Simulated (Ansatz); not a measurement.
Cost and result for the atomization energy of `C[CH2][Sn]([F])([F])[F]` (11 atoms, 10 bonds).

Cartesian coordinates in Å:
```
C -1.0544 1.1244 0.0781
C 0.2705 0.5645 0.5727
Sn 0.7753 -1.2707 -0.3653
F -0.5016 -2.6516 -0.0824
F 2.4272 -2.0444 0.1680
F 0.9043 -1.1481 -2.2589
H -1.2691 2.0671 0.5877
H -1.8841 0.4445 0.2790
H -1.0363 1.3257 -0.9944
H 0.2604 0.3531 1.6434
H 1.1077 1.2353 0.3721
```

Total charge 0; spin multiplicity 1. Correlated methods include outer-core shells of Sn, which these sets cover unevenly. Sn takes the def2 core potential. The geometry is a stationary point of PBE0-D4/def2-TZVP. It is one conformer, not always the lowest. Program: Ansatz. All runs use 4 threads of an Arm Neoverse V1 on a shared host. Times are those of one run each, without the atoms' runs, and a repeat can differ threefold. Electronic energies, without spin–orbit coupling; frozen cores. CCSD(T)/CBS adds CCSD(T) − MP2 in def2-TZVPP to the MP2 limit, and its time is that of the two runs behind it. T1 = 0.014. With those shells the extrapolation isn't a true limit. B3LYP takes the VWN-RPA correlation (the form of Gaussian; ORCA's B3LYP/G). HSE06 is the plane-wave form, built on full-range PBE exchange.

CCSD(T)/CBS is a level of theory with its own doubt, some kJ/mol a heavy atom from the limit and from the frozen cores, so smaller differences don't rank the functionals.

| level | functions | wall time | atomization (kcal/mol) | difference from CCSD(T)/CBS | per bond |
| --- | --- | --- | --- | --- | --- |
| revPBE-D4/def2-TZVPP | 275 | 2.7 s | 970.4 | -15.8 | -1.6 |
| PBE0-D4/def2-TZVPP | 275 | 4.1 s | 972.9 | -13.3 | -1.3 |
| HSE06-D4/def2-TZVPP | 275 | 4.4 s | 973.3 | -12.9 | -1.3 |
| B3LYP-D4/def2-TZVPP (with forces) | 275 | 6.5 s | 972.1 | -14.1 | -1.4 |
| r2SCANh-D4/def2-TZVPP | 275 | 6.5 s | 970.5 | -15.7 | -1.6 |
| B2PLYP/def2-TZVPP | 275 | 8 s | 966.4 | -19.8 | -2.0 |
| ωB97X-V/def2-TZVPP | 275 | 11 s | 981.7 | -4.5 | -0.4 |
| B97M-V/def2-TZVPP | 275 | 13 s | 983.3 | -2.9 | -0.3 |
| ωB97M-V/def2-TZVPP (with forces) | 275 | 15 s | 976.9 | -9.3 | -0.9 |
| CCSD(T)/def2-SVP | 121 | 21 s | 918.2 | -68.0 | -6.8 |
| MP2/def2-QZVPP | 517 | 33 s | 996.9 | 10.7 | 1.1 |
| CCSD(T)/def2-TZVPP | 275 | 12 min | 955.2 | -31.0 | -3.1 |
| CCSD(T)/CBS(def2) | – | 12 min | 986.2 | 0.0 | 0.0 |

From PBE to PBE0 (25 % exact exchange), in def2-TZVPP and without D4, the atomization energy moves by −24.9 kcal/mol: exact exchange takes away binding that semilocal exchange gives to molecules. The D4 term adds +8.3 kcal/mol with B3LYP and +4.4 kcal/mol with PBE0; it sums over pairs of atoms, weighted by their polarisabilities, and B3LYP, whose exchange is more repulsive, gets the larger term. In def2-TZVPP, CCSD(T) changes the Hartree–Fock value by +249.6 kcal/mol (the triples alone add +16.3 kcal/mol) and MP2 by +272.2 kcal/mol; breaking electron pairs costs correlation energy, which Hartree–Fock lacks.

Spin–orbit coupling would lower the free Sn atoms strongly, and the atomization energy with them, by more than many differences here. For some Ge, Se and Sn compounds the MP2-based and the directly extrapolated limit differ by 10 to 25 kJ/mol.
